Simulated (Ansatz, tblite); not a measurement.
Forces on the cluster Ba₄⁺ at its PBE/def2-SVP geometry. The state is a doublet with charge 1.

In the def2 sets Ba takes a core potential; there is no spin–orbit coupling. The xTB rows come from tblite. Correlated methods freeze no core orbitals; core or outer-core shells of Ba are correlated, in sets that lack core-valence functions. At PBE-QIDH/def2-TZVP the charge 1 doublet is spin-contaminated (final ⟨S²⟩ up to 2.19, 0.75 for a pure state). The structure comes from a short search, and lower isomers may exist.

GFN1-xTB (tblite), largest force 0.19 eV/Å:

```xyz
4
positions Å, forces eV/Å
Ba   -1.717    2.104   -0.350    0.047    0.124    0.136
Ba   -0.291   -2.081   -1.766    0.132   -0.126    0.052
Ba   -0.521   -1.015    2.490   -0.181   -0.059   -0.008
Ba    2.529    0.991   -0.374    0.002    0.061   -0.180
```

GFN2-xTB (tblite), largest force 0.25 eV/Å:

```
Ba 0.184 -0.122 0.109
Ba 0.102 0.120 0.192
Ba -0.055 0.059 -0.233
Ba -0.231 -0.056 -0.068
```

PBE-QIDH/def2-TZVP (Ansatz), largest force 0.09 eV/Å:

```
Ba 0.004 0.024 0.019
Ba -0.007 -0.066 -0.057
Ba -0.042 -0.009 0.063
Ba 0.045 0.050 -0.025
```
